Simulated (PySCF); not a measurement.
**Mayer bond orders and bond lengths**

Species: RuO₄ (singlet state).
Structure used (PBE0-D3(BJ)/def2-SVP), in Å, numbered top down from 1:
```
atom  x, y, z in Å
Ru1   -0.0005    0.0000    0.0001
O2     0.0204   -0.0156    1.6636
O3     1.5611    0.0074   -0.5720
O4    -0.7923    1.3628   -0.5331
O5    -0.7887   -1.3546   -0.5585
```

Bond orders from the PBE0/pcSseg-1 (def2-TZVP on Ru) density (PySCF). Geometry: PBE0-D3(BJ)/def2-SVP; no solvent, vibrations or thermal averaging. Atoms past krypton carry effective core potentials; spin–orbit coupling is left out.

(1) Set the Mayer orders of the bonds beside their lengths.

(2) Sum the orders of all bonds at each heavy atom with more than one neighbour.

Results:

(1) 
```
  bond  length (Å)  Mayer order
Ru1–O2       1.664        1.497
Ru1–O3       1.663        1.497
Ru1–O4       1.664        1.497
Ru1–O5       1.664        1.497
```

(2) Ru1 5.988. Orders between atoms that aren't bonded are not in these sums.

The Mayer order sums products of elements of PS (density times overlap matrix) between the two atoms' basis functions, so it depends on the basis set.

These values come from a run that also computed NMR shieldings. Hardware: one thread of an x86-64 server, no GPU, on a shared host. Cost: 5.5 s wall.
